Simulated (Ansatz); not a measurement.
Program: Ansatz. Geometries: PBE0-D4/def2-TZVP. ΔE: electronic, gas phase. CBS: MP2 limit from def2 TZ/QZ plus the TZ coupled-cluster correction, frozen cores. This one scheme is used for every species, atoms too. Functionals use def2-TZVPP. HSE06 is defined as in plane-wave codes. Open shells (•) are unrestricted, without spin–orbit coupling. Elements past krypton have def2 core potentials. Bonds to Sn are less sure, by a few kJ/mol each and by 10 to 20 or more in all where they break to atoms, as the def2 sets lack core-valence functions. One conformer a species, not always the lowest.

`[CH3][SnH]([OH])[Cl]` → H• + `[CH3][Sn]([OH])[Cl]`•  (homolysis of the H–Sn bond)

```
  level  ΔE (kJ/mol)
r2SCAN0        302.0
  HSE06        297.1
```

Problem. What does CCSD(T)/CBS give? (An estimate is asked.)

Solution. The calculation gave: +324.1 kJ/mol. The listed levels differ from it by -22.1, -27.0 kJ/mol.

Largest T1 diagnostic among the species: 0.016.

From r2SCAN to r2SCAN0 (25 % exact exchange), in def2-TZVPP and without D4, ΔE moves by +7.3 kJ/mol. At CCSD(T), def2-SVP lies −14.3 kJ/mol from the extrapolated value and def2-TZVPP −5.0 kJ/mol: correlation converges slowly with the basis, and small sets miss more of it in the bonded molecule than in its fragments.

CCSD(T)/CBS has its own doubt, a few kJ/mol and more with outer-core shells, so smaller differences from it don't rank the levels.
